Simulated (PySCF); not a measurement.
Computed shifts of a molecule C₅H₅Cl, PBE/pcSseg-1 run with PySCF, GIAO, gas phase, equivalent atoms averaged, in ppm (number of nuclei): ¹³C: 150.4 (1), 141.5 (1), 137.4 (1), 136.1 (1), 53.1 (1). ¹H: 6.90 (1), 6.68 (1), 6.61 (1), 3.31 (2). References: ³⁵Cl against HCl (σ = 936.5 ppm); ¹³C against TMS (σ = 182.0 ppm); ¹H against TMS (σ = 31.49 ppm), references at their B3LYP-D3(BJ)/def2-TZVP geometries, non-relativistic (without spin–orbit terms, shifts of atoms bonded to Cl or Br come out too high). Geometry: ωB97X-D3(BJ)/def2-SVP. One conformer was computed; it need not be the lowest.

Problem. Pick the molecule that these values belong to.
A) ClC1=CC=CC1
B) C#C[C@H]1C[C@H]1Cl
C) C=C(Cl)C#CC
D) C=C=C(Cl)C=C

Solution. A, ClC1=CC=CC1
